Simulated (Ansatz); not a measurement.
A nudged elastic band was laid between two geometries of C2H2OTe (6 atoms, charge 0, multiplicity 1).

Method: Ansatz, RKS PBE-D4/def2-SVP.

```json
{
  "movable images": "7",
  "climbing image": "yes",
  "spring": "5.0 eV/Å²",
  "optimiser": "quadratic models (default)",
  "start path": "IDPP",
  "force threshold": "0.03 eV/Å",
  "iteration limit": "60",
  "end points": "relaxed"
}
```

Image 0:

```xyz
6
Properties=species:S:1:pos:R:3
Te -1.263 -0.192 -1.370
C 0.347 0.227 -0.280
C 0.532 -0.237 1.061
O 0.038 0.401 2.003
H -0.867 0.835 -2.666
H 1.255 -1.098 1.206
```

Image 8:

```xyz
6
Properties=species:S:1:pos:R:3
Te 0.293 1.347 -1.264
C -0.214 -0.328 -0.319
C 0.155 -0.611 1.035
O -0.542 -0.172 1.962
H -0.648 1.054 -2.650
H 0.997 -1.355 1.189
```

Question: Which bonds break or form, and what moves?

Answer: No bond is made or broken. The dihedral Te1–C2–C3–O4 goes from -85 to 84°. The two ends are copies of one structure, up to a mirror image or an exchange of like atoms.

Question: What energy profile does the band end with?

Answer: The forces met the threshold. The highest image is number 4 of 0 to 8, 48.7 kJ/mol above the ends, which have the same energy within 2 meV. A vibrational analysis at the climbing image gives one clearly imaginary mode, 367i cm⁻¹: a first-order saddle point.

```csv
image,path coordinate (Å),energy (kJ/mol),dihedral Te1–C2–C3–O4 (°)
0,0.00,0.0,-85
1,0.33,5.0,-65
2,0.67,17.7,-47
3,1.00,35.8,-26
4,1.34,48.7,0
5,1.67,35.7,26
6,2.01,17.7,47
7,2.34,5.1,65
8,2.67,0.0,84
```

Question: What is the geometry of the highest image?

Answer: 
```xyz
6
Properties=species:S:1:pos:R:3
Te -1.102 0.951 -0.967
C 0.522 -0.198 -0.519
C 0.422 -0.535 0.959
O -0.445 -0.207 1.764
H -0.640 1.099 -2.590
H 1.285 -1.174 1.308
```

Question: What are the harmonic wavenumbers there?

Answer: 367i, 155, 435, 515, 653, 750, 902, 973, 1322, 1658, 2005, 2845 cm⁻¹.

The run took 3.3 min on 1 thread of Arm Neoverse V1, with other jobs on the host, peak memory 0.14 GiB.
